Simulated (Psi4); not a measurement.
C$_{3}$H$_{7}$ (SMILES [CH2]CC), doublet, at a GFN2-xTB geometry. Base run: MP2/6-31G (Psi4 1.11).

Psi4 was given this input:
```
memory 2 GB

molecule mol {
0 2
  C     1.274992    0.320263    0.118606
  C     0.099091   -0.448930   -0.322039
  C    -1.217253    0.123934    0.189649
  H     2.261869   -0.004125   -0.148030
  H     1.164059    1.216803    0.694388
  H     0.073189   -0.493377   -1.422404
  H     0.195780   -1.495648    0.003741
  H    -1.229333    0.132314    1.277163
  H    -2.057554   -0.472014   -0.159490
  H    -1.348993    1.144447   -0.162661
}

set basis 6-31g
set reference uhf
set freeze_core true

energy('mp2')
print_variables()
```

The base run was repeated with changes; each row names its change, and settings that it needs were set with it.

| change | basis functions | E (Eh) | MP2 correlation (Eh) | core-seconds (rough) |
|---|---|---|---|---|
| base | 41 | -117.83931 | -0.25345 | 3 |
| basis = STO-3G | 22 | -116.37778 | -0.13760 | 3 |
| basis = 3-21G | 41 | -117.23557 | -0.25443 | 3 |
| basis = def2-SV(P) | 56 | -117.88747 | -0.35875 | 3 |
| basis = cc-pVDZ | 77 | -118.05023 | -0.40988 | 4 |
| basis = def2-SVP | 77 | -117.95832 | -0.40922 | 4 |
| basis = 6-311G** | 96 | -118.09659 | -0.43387 | 4 |
| basis = 6-311++G** | 115 | -118.09895 | -0.43529 | 6 |
| basis = def2-SVPD | 116 | -117.98050 | -0.42758 | 4 |
| basis = aug-pcseg-1 | 132 | -118.03236 | -0.42533 | 5 |
| basis = def2-TZVPD | 174 | -118.16327 | -0.48701 | 8 |
| basis = def2-TZVPP | 191 | -118.18123 | -0.50287 | 8 |
| basis = aug-cc-pVTZ | 299 | -118.18775 | -0.51172 | 20 |

Totals compare only among sets that treat the same electrons; sets with core potentials leave the core out.

Open shells are given as the SCF converged; they aren't shown to be the lowest states, and a large step between rows can be another state.
